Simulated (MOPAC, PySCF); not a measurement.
CH2AlN, SMILES `[AlH2][C]#N`, neutral singlet in the gas phase. 

Cartesian coordinates (Å):
```xyz
5

N      2.3693    -0.0275     0.2416
C      1.2157    -0.0130     0.1923
Al    -0.7210     0.0084     0.1122
H     -1.4714    -1.2285     0.7132
H     -1.3926     1.2606    -0.5473
```
Charge 0, spin multiplicity 1.

All levels are single points at this geometry (B3LYP-D3(BJ)/def2-TZVP); Pople sets use spherical d functions. Orbital energies aren't observables, and empty levels follow the basis.

HF/STO-3G in PySCF gives gap (eV) = 16.84.

Q: Estimate the gap (eV) from each of these levels: B3LYP-D3(BJ)/def2-TZVP in PySCF; PBE-D3(BJ)/def2-TZVP in PySCF; B3LYP/6-311+G** in PySCF; B3LYP/6-31G* in PySCF; B3LYP/LANL2DZ in PySCF; M06-2X/6-31G* in PySCF; PBE/6-31G* in PySCF; SVWN5/6-31G* in PySCF; HF/3-21G in PySCF; HF/6-31G* in PySCF; AM1 in MOPAC; PM7 in MOPAC.

A: 
```csv
level,gap (eV)
B3LYP-D3(BJ)/def2-TZVP in PySCF,6.27
PBE-D3(BJ)/def2-TZVP in PySCF,4.60
B3LYP/6-311+G** in PySCF,6.25
B3LYP/6-31G* in PySCF,6.24
B3LYP/LANL2DZ in PySCF,6.34
M06-2X/6-31G* in PySCF,8.44
PBE/6-31G* in PySCF,4.59
SVWN5/6-31G* in PySCF,4.41
HF/3-21G in PySCF,12.49
HF/6-31G* in PySCF,12.58
AM1 in MOPAC,9.91
PM7 in MOPAC,10.78
```
